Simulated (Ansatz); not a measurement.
A nudged elastic band was laid between two geometries of BH$_{4}$O$_{2}$Sb (8 atoms, charge 0, multiplicity 1).

Method: RKS PBE-D4/def2-SVP in Ansatz 0.2.0.

- movable images: 7
- climbing image: yes
- spring: 5.0 eV/Å²
- optimiser: quadratic models (default)
- start path: IDPP
- force threshold: 0.05 eV/Å
- iteration limit: 60
- end points: relaxed

Image 0:

```xyz
8
Properties=species:S:1:pos:R:3
O -0.013 1.362 -0.767
B -0.020 0.364 0.170
O 0.607 0.412 1.385
Sb -1.302 -1.473 -0.270
H 0.503 2.152 -0.511
H 1.098 1.241 1.553
H -0.721 -1.567 -1.898
H -0.060 -2.547 0.282
```

Image 8:

```xyz
8
Properties=species:S:1:pos:R:3
O -0.015 1.368 -0.765
B 0.263 0.313 0.060
O 0.603 0.407 1.383
Sb 0.300 -1.765 -0.883
H 0.036 2.243 -0.331
H 0.629 1.321 1.728
H -1.193 -1.482 -1.714
H -0.532 -2.462 0.467
```

(1) Which bonds break or form, and what moves?

(2) What energy profile does the band end with?

(3) What is the geometry of the highest image?

(4) What are the harmonic wavenumbers there?

Results:

(1) No bond is made or broken. The height of Sb4 over the plane of its neighbours goes from 1.04 to -1.04 Å. The two ends are copies of one structure, up to a mirror image or an exchange of like atoms.

(2) The forces met the threshold. The highest image is number 4 of 0 to 8, 1.37 eV above the ends, which have the same energy within 2 meV. A vibrational analysis at the climbing image gives one clearly imaginary mode, 688i cm⁻¹: a first-order saddle point.

| image | path coordinate (Å) | energy (eV) | height of Sb4 over the plane of its neighbours (Å) |
| --- | --- | --- | --- |
| 0 | 0.00 | 0.00 | 1.04 |
| 1 | 0.35 | 0.05 | 0.95 |
| 2 | 0.70 | 0.27 | 0.75 |
| 3 | 1.05 | 0.89 | 0.40 |
| 4 | 1.40 | 1.37 | 0.00 |
| 5 | 1.76 | 0.88 | -0.40 |
| 6 | 2.11 | 0.27 | -0.75 |
| 7 | 2.46 | 0.05 | -0.95 |
| 8 | 2.81 | 0.00 | -1.04 |

(3) 
```xyz
8
Properties=species:S:1:pos:R:3
O -0.096 1.492 -0.702
B 0.107 0.459 0.173
O 0.536 0.521 1.473
Sb -0.301 -1.526 -0.595
H 0.092 2.374 -0.332
H 0.714 1.424 1.793
H -0.842 -1.855 -2.149
H -0.120 -2.945 0.283
```

(4) 688i, 109, 190, 284, 310, 359, 389, 511, 544, 733, 883, 933, 1214, 1412, 2044, 2074, 3729, 3730 cm⁻¹.

Time of the run: 110 s on 1 thread of Arm Neoverse V1, with other jobs on the host, peak memory 0.12 GiB.
